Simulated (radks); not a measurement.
The boron ion B+, 4 electrons, occupied as [He] 2p2 (not the ground configuration). Calculated with a radial shooting solver on a logarithmic mesh with Libxc functionals: Dirac Kohn-Sham, LDA (Slater exchange, Perdew-Wang correlation), spin-unpolarised, spherical densities, finite nucleus; open shells fill j = l - 1/2 first; Fermi nuclear charge, rms radius 2.406 fm.

X-ray form factor f0, the Fourier transform of the density (f0(0) = 4):

sin(theta)/lambda (1/angstrom)  f0 (electrons)
0.05                                     3.846
0.1                                      3.458
0.15                                     2.995
0.2                                      2.580
0.25                                     2.261
0.3                                      2.031
0.4                                      1.740
0.5                                      1.550
0.6                                      1.390
0.8                                      1.100
1                                        0.850
1.25                                     0.604
1.5                                      0.427
2                                        0.219
